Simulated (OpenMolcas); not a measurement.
**Lines of N+: computed and rescaled rates**

| Quantity | Value |
| --- | --- |
| Program | OpenMolcas |
| Method | SS-CASPT2, IPEA 0.25 Eh, imaginary shift 0.1 Eh (closed shells correlated: 1s) |
| Basis | ANO-RCC [8s7p4d3f2g] |
| Scalar Hamiltonian | DKH2, point nucleus |
| Active space | 4 electrons in 8 orbitals (2s 2p 3s 3p) |
| State averaging | 2S+1 = 3 even, 3 roots; 2S+1 = 1 even, 6 roots; 2S+1 = 5 odd, 1 root; 2S+1 = 3 odd, 9 roots; 2S+1 = 1 odd, 8 roots |
| Spin-orbit coupling | state interaction with AMFI integrals over the reference wave functions, term energies averaged over their components |

Rates come from the transition moments of the reference wave functions (E1 and E2 in the length form). At fixed line strength A goes as λ^-3 for E1 and M1 and as λ^-5 for E2, so a rate at the computed wavelength can be rescaled to the measured one. Measured vacuum wavelengths follow from level energies in NIST Handbook of Basic Atomic Spectroscopic Data. Branching counts decays inside the model space alone, at computed energies, and the table is only a selection of the E1 lines, drawn from those between levels with measured partners whose computed energy lies within a factor of 1.5 of the measured one.

```json
{"Upper": "2s 2p³ ¹D°₂", "Lower": "2s² 2p² ¹D₂", "Type": "E1", "λ computed (nm)": "76.68", "λ measured (nm)": "77.6", "A computed (s-1)": "5.30e+09", "A rescaled (s-1)": "5.11e+09", "Branching %": "100.0"}
{"Upper": "2s 2p³ ³P°₀", "Lower": "2s² 2p² ³P₁", "Type": "E1", "λ computed (nm)": "92.17", "λ measured (nm)": "91.6", "A computed (s-1)": "1.99e+09", "A rescaled (s-1)": "2.03e+09", "Branching %": "100.0"}
{"Upper": "2s 2p³ ³P°₂", "Lower": "2s² 2p² ³P₂", "Type": "E1", "λ computed (nm)": "92.24", "λ measured (nm)": "91.67", "A computed (s-1)": "1.49e+09", "A rescaled (s-1)": "1.52e+09", "Branching %": "75.2"}
{"Upper": "2s 2p³ ³P°₁", "Lower": "2s² 2p² ³P₂", "Type": "E1", "λ computed (nm)": "92.24", "λ measured (nm)": "91.67", "A computed (s-1)": "8.24e+08", "A rescaled (s-1)": "8.39e+08", "Branching %": "41.5"}
{"Upper": "2s 2p³ ³P°₁", "Lower": "2s² 2p² ³P₀", "Type": "E1", "λ computed (nm)": "92.13", "λ measured (nm)": "91.56", "A computed (s-1)": "6.61e+08", "A rescaled (s-1)": "6.73e+08", "Branching %": "33.2"}
{"Upper": "2s 2p³ ³D°₃", "Lower": "2s² 2p² ³P₂", "Type": "E1", "λ computed (nm)": "110.8", "λ measured (nm)": "108.6", "A computed (s-1)": "6.31e+08", "A rescaled (s-1)": "6.70e+08", "Branching %": "100.0"}
{"Upper": "2s 2p³ ³P°₁", "Lower": "2s² 2p² ³P₁", "Type": "E1", "λ computed (nm)": "92.17", "λ measured (nm)": "91.6", "A computed (s-1)": "5.02e+08", "A rescaled (s-1)": "5.11e+08", "Branching %": "25.3"}
{"Upper": "2s 2p³ ³P°₂", "Lower": "2s² 2p² ³P₁", "Type": "E1", "λ computed (nm)": "92.16", "λ measured (nm)": "91.6", "A computed (s-1)": "4.92e+08", "A rescaled (s-1)": "5.01e+08", "Branching %": "24.8"}
{"Upper": "2s 2p³ ³D°₂", "Lower": "2s² 2p² ³P₁", "Type": "E1", "λ computed (nm)": "110.7", "λ measured (nm)": "108.5", "A computed (s-1)": "4.77e+08", "A rescaled (s-1)": "5.07e+08", "Branching %": "75.6"}
{"Upper": "2s 2p³ ³D°₁", "Lower": "2s² 2p² ³P₀", "Type": "E1", "λ computed (nm)": "110.6", "λ measured (nm)": "108.4", "A computed (s-1)": "3.54e+08", "A rescaled (s-1)": "3.76e+08", "Branching %": "56.0"}
{"Upper": "2s 2p³ ³D°₁", "Lower": "2s² 2p² ³P₁", "Type": "E1", "λ computed (nm)": "110.7", "λ measured (nm)": "108.5", "A computed (s-1)": "2.62e+08", "A rescaled (s-1)": "2.78e+08", "Branching %": "41.4"}
{"Upper": "2s 2p³ ³D°₂", "Lower": "2s² 2p² ³P₂", "Type": "E1", "λ computed (nm)": "110.8", "λ measured (nm)": "108.6", "A computed (s-1)": "1.54e+08", "A rescaled (s-1)": "1.64e+08", "Branching %": "24.4"}
{"Upper": "2s 2p³ ³D°₁", "Lower": "2s² 2p² ³P₂", "Type": "E1", "λ computed (nm)": "110.8", "λ measured (nm)": "108.6", "A computed (s-1)": "1.69e+07", "A rescaled (s-1)": "1.79e+07", "Branching %": "2.7"}
{"Upper": "2s 2p³ ⁵S°₂", "Lower": "2s² 2p² ³P₂", "Type": "E1", "λ computed (nm)": "221.1", "λ measured (nm)": "214.3", "A computed (s-1)": "2.06e+02", "A rescaled (s-1)": "", "Branching %": "74.8"}
{"Upper": "2s 2p³ ⁵S°₂", "Lower": "2s² 2p² ³P₁", "Type": "E1", "λ computed (nm)": "220.6", "λ measured (nm)": "214", "A computed (s-1)": "6.93e+01", "A rescaled (s-1)": "", "Branching %": "25.2"}
```

Spin-changing lines and M1 lines between different terms are not rescaled, since their strength hangs on the term gaps too.

The largest correction is for 2s 2p³ ³D°₁ → 2s² 2p² ³P₀ (E1): 3.54e+08 × (110.6 / 108.4)^3 = 3.76e+08 s-1, a factor of 1.06.

The computed rate and branching of 2s 2p³ ³P°₀ → 2s² 2p² ³P₁ give the upper level a radiative lifetime of 1.000 / 1.99e+09 s-1 = 5.03e-10 s, counting decays inside the model space alone. The rescaled rate gives about 4.9e-10 s.

The computed order of these levels differs from the measured one in 3 places, and where term gaps are wrong the rates of spin-changing lines can be off by large factors.

No measured rate stands beside these. Rescaling mends the energy factor alone: line strengths can still be far off where a level mixes with configurations outside the active space, and weak or spin-changing lines hang on small mixing coefficients that depend on the term gaps too, so rescaling need not improve them.

CASPT2 breaks the degeneracy within a term, and the mean is taken; among the terms shown or strongly mixed into the levels shown the widest spread is 240 cm-1 (2s 2p³ ¹D°). The run also gave levels led by 2s² 2p 3s, which use shells meant for correlation; these and all levels above them are left out. Computed and measured levels are paired by configuration, term and J; levels that our copy of the source lacks, or whose pairing is in doubt (as where it misses far off the trend of its configuration), stay unpaired. Only configurations of the active space appear.

° marks odd parity.
